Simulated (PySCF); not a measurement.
Work out the structure from these simulated measurements.

Formula: C3H10OSeSi.

| Quantity | Value |
| --- | --- |
| Triplet | lowest triplet excitation (Tamm–Dancoff): 4.94 eV [TDA CAM-B3LYP/def2-SVPD] |
| UV, strongest line | among the 10 lowest singlet transitions: S7 at 7.56 eV (164 nm, f = 0.068) [TDDFT CAM-B3LYP/def2-SVPD] |
| Polarisability | 95.9 au [CAM-B3LYP/def2-SVPD] |
| Rotational structure | rotational constants A, B, C: 3.400, 0.813, 0.768 GHz [PBE0-D3(BJ)/def2-SVP] |
| 13C NMR | chemical shifts (computed TMS as zero) by class: 66.0 (1 C), 25.5 (2 C) ppm [GIAO PBE0/pcSseg-1] |
| Dipole | 1.62 D [CAM-B3LYP/def2-SVPD] |
| 1H NMR | chemical shifts (computed TMS as zero) by class: 5.56 (2 H), 4.23 (1 H), 1.17 (6 H), 0.82 (1 H) ppm [GIAO PBE0/pcSseg-1] |

Gas-phase values; electronic properties from PySCF, density fitting. Levels stand in brackets. One conformer (not necessarily the lowest) at the PBE0-D3(BJ)/def2-SVP geometry, without solvent, vibrations or thermal averaging. Relativistic effects, spin–orbit coupling among them, are left out although an element past zinc is present. NMR values are class means; diastereotopic atoms form classes of their own.

Question: What is the compound? Reason from the data.

Answer: Numbering: `[CH3:1][CH:2]([CH3:3])[O:4][SiH2:5][SeH:6]`. 3 carbons fall into 2 classes; from least to most shielded: sp3 carbon bound to oxygen [C2] (66.0 ppm), methyl carbon [C1/C3] (25.5 ppm, 2 C). Hydrogen classes from least to most shielded: 2 H on an oxygen-bound silicon, Si5 (5.56 ppm), 1 H on an sp3 carbon bound to oxygen, C2 (4.23 ppm), 6 H on 2 methyl carbons, C1/C3 (1.17 ppm, a mean of values up to 0.6 ppm apart in this geometry), 1 H on a selenium bonded to Si and H, Se6 (0.82 ppm). The optimised geometry has point group C1 and is an asymmetric top. Structure: `CC(C)O[SiH2][SeH]`. The assignments are read from this structure; whether some other isomer fits the data as well wasn't checked. NMR values of atoms bound to Se lack the spin–orbit term that these neighbours bring.

Conformer computed: `[CH3:1][CH:2]([CH3:3])[O:4][SiH2:5][SeH:6]`: C1–C2–O4–Si5 -65°, C2–O4–Si5–Se6 -43°, H–Se6–Si5–O4 87°.
